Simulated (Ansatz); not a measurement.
C$_{2}$H$_{4}$OSi, SMILES `O[SiH]1C=C1` at its PBE0-D4/def2-TZVP geometry, where that method's forces vanish. The species carries charge 0 and has multiplicity 1.

```xyz
8

O     1.2638   -0.5086   -1.4598
Si    0.7445   -0.1713    0.0585
C    -0.9334   -0.3840    0.6463
C    -0.6206    0.9138    0.4650
H     0.6154   -0.4506   -2.1640
H     1.9427   -0.3429    0.8970
H    -1.8352   -0.8933    0.9692
H    -1.1771    1.8369    0.5878
```

Q: What forces (eV/Å) does r2SCAN-D4/def2-TZVPP give on these atoms in Ansatz 0.2.0? (Best estimate.)

A: The calculation gave: 
```
O1   0.052 -0.020 -0.052
Si2  0.067 -0.010  0.043
C3  -0.056 -0.143  0.038
C4   0.016  0.157 -0.004
H5  -0.017  0.001 -0.020
H6  -0.016  0.002 -0.012
H7  -0.023  0.004  0.004
H8  -0.022  0.008  0.003
```
